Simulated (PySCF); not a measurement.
Fractional electron number in Os (osmium, neutral)

The 6s beta orbital of [Xe] 4f14 5d6 6s2 is emptied in steps (occupation f), with all orbitals relaxed, ending at [Xe] 4f14 5d6 6s1. Calculation: PySCF 2.14, in aug-cc-pVDZ-PP with ECP60MDF (5s5p4d2f, 54 functions); a scalar-relativistic core potential. The exact energy is a straight line in f; departures are measured from the line between the end points of the same method.

```json
{"f": "1", "UHF (eV)": "0.000"}
{"f": "0.8", "UHF (eV)": "0.033"}
{"f": "0.6", "UHF (eV)": "0.048"}
{"f": "0.4", "UHF (eV)": "0.046"}
{"f": "0.2", "UHF (eV)": "0.030"}
{"f": "0", "UHF (eV)": "0.000"}
```

```
method  E(f=0) − E(f=1) (eV)  −ε at f=1 (eV)  −ε at f=0.4 (eV)
   UHF                 6.554           6.770             6.507
```

Orbital energy along the path (eV):

```csv
f,UHF
1,-6.770
0.8,-6.672
0.6,-6.585
0.4,-6.507
0.2,-6.437
0,-6.373
```

Reference removal energy between the ground levels: 8.438 eV (measured; NIST Atomic Spectra Database, ionization energies). The calculation has no spin-orbit coupling. UHF lacks correlation.
